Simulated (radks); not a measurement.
All-electron atom: Hf+ in [Xe] 4f12 5d1 6s1 6p3 (not the ground configuration).

All-electron calculation, Dirac Kohn-Sham, PBE, spin-unpolarised, spherical densities, point nucleus; open shells fill j = l - 1/2 first. Program: a radial shooting solver on a logarithmic mesh with Libxc functionals.

Energy parts (eV):
part                       energy
total                  -410758.53
kinetic                 459627.99
electron-nucleus      -1020655.51
Hartree                 158647.61
exchange-correlation     -8378.62

Orbitals (lengths in bohr, moments of r in powers of bohr; <r^-3> diverges for s and p1/2):
orbital  occ.  eigenvalue (eV)      <r^2>  <r^-3>      <r>       <r^4>  small-component weight
1s1/2       2        -65237.96  0.0004949       -  0.01898   6.620e-07                7.34e-02
2s1/2       2        -11181.86   0.007582       -  0.07977   0.0001002                1.65e-02
2p1/2       2        -10679.79   0.005433       -  0.06613  0.00006070                1.66e-02
2p3/2       4        -9488.059   0.006640   14840  0.07386  0.00008647                1.51e-02
3s1/2       2        -2579.741    0.04968       -   0.2082    0.003732                5.41e-03
3p1/2       2        -2357.447    0.04572       -   0.1981    0.003313                5.35e-03
3p3/2       4        -2102.114    0.05238    3318   0.2125    0.004306                4.91e-03
3d3/2       4        -1726.299    0.04082   570.8   0.1864    0.002957                4.80e-03
3d5/2       6        -1670.647    0.04265   490.1   0.1908    0.003204                4.68e-03
4s1/2       2        -550.8290     0.2462       -   0.4668     0.08801                1.78e-03
4p1/2       2        -459.6845     0.2547       -   0.4729     0.09679                1.69e-03
4p3/2       4        -400.7071     0.2903   767.5   0.5051      0.1257                1.52e-03
4d3/2       4        -250.8792     0.3184   115.3   0.5241      0.1634                1.34e-03
4d5/2       6        -239.9873     0.3318   97.12   0.5351      0.1774                1.29e-03
4f5/2       6         -54.0209     0.4821   17.42   0.6224      0.5266                9.09e-04
4f7/2       6         -52.1049     0.4959   16.66   0.6309      0.5593                8.91e-04
5s1/2       2         -94.4732      1.338       -    1.092       2.602                4.10e-04
5p1/2       2         -67.0391      1.606       -    1.193       3.869                3.43e-04
5p3/2       4         -57.8727      1.854   118.2    1.282       5.173                3.01e-04
5d3/2       1         -21.1819      3.437   10.41    1.722       20.10                1.69e-04
5d5/2       0         -20.2203      3.617   8.643    1.766       22.29                1.61e-04
6s1/2       1         -16.7442      8.331       -    2.729       101.4                7.34e-05
6p1/2       2         -10.9380      11.72       -    3.229       205.2                5.23e-05
6p3/2       1          -9.8083      13.37   14.70    3.450       266.7                4.64e-05

The highest occupied level is 6p3/2 at -9.808 eV. The configuration is held as typed, so some empty levels lie below it. The density falls to 0.001 e/bohr^3 at r = 4.99 bohr.
